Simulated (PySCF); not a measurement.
C₃H₉B, charge +1, multiplicity 2. Atoms are numbered in the order given.

```xyz
13

B      0.1343     0.0152     0.0000
C      1.6527     0.0078     0.0000
H      2.0898     0.4741     0.8974
H      1.9803    -1.0513     0.0000
H      2.0898     0.4741    -0.8974
C     -0.8898    -0.0020     1.2542
H     -0.5956     0.9683     1.7026
H     -1.9761    -0.0825     1.1560
H     -0.4632    -0.8836     1.7752
C     -0.8898    -0.0020    -1.2542
H     -1.9761    -0.0825    -1.1560
H     -0.5956     0.9683    -1.7026
H     -0.4632    -0.8836    -1.7752
```
Charge +1, spin multiplicity 2.

Geometry optimised at PBE0-D3(BJ)/def2-SVP. The spin state was assumed, not searched. The isomer is the one that the SMILES or the coordinates give; other isomers of the formula were not compared.

The numbers are results of M06-2X/def2-TZVP (PySCF), not measurements.

ESP charges are fitted to the potential on shells at 1.4 to 2.0 van der Waals radii. Atomic charges (e):

| atom | Löwdin | ESP fit | Mulliken spin |
|---|---|---|---|
| B1 | -0.41 | ___ | 0.19 |
| C2 | -0.20 | ___ | 0.00 |
| H3 | 0.18 | ___ | 0.01 |
| H4 | 0.20 | ___ | 0.00 |
| H5 | 0.18 | ___ | 0.01 |
| C6 | -0.07 | ___ | 0.36 |
| H7 | 0.21 | ___ | 0.02 |
| H8 | 0.16 | ___ | -0.01 |
| H9 | 0.21 | ___ | 0.02 |
| C10 | -0.07 | ___ | 0.36 |
| H11 | 0.16 | ___ | -0.01 |
| H12 | 0.21 | ___ | 0.02 |
| H13 | 0.21 | ___ | 0.02 |

Task: What belongs in the gaps? (Estimate from the structure and the level; the computed values follow.)

Result: 
- B1, ESP fit: 0.66
- C2, ESP fit: -0.77
- H3, ESP fit: 0.24
- H4, ESP fit: 0.24
- H5, ESP fit: 0.24
- C6, ESP fit: -0.56
- H7, ESP fit: 0.26
- H8, ESP fit: 0.25
- H9, ESP fit: 0.25
- C10, ESP fit: -0.56
- H11, ESP fit: 0.25
- H12, ESP fit: 0.26
- H13, ESP fit: 0.25

Computed Mayer and Wiberg (Löwdin basis) orders of the bonds:
```
bond     Mayer  Wiberg
-------  -----  ------
B1–C2     1.17    1.44
C2–H3     0.92    0.82
C2–H4     0.88    0.80
C2–H5     0.92    0.82
B1–C6     0.85    1.16
C6–H7     0.87    0.79
C6–H8     0.95    0.88
C6–H9     0.87    0.79
B1–C10    0.85    1.16
C10–H11   0.95    0.88
C10–H12   0.87    0.79
C10–H13   0.87    0.79
```
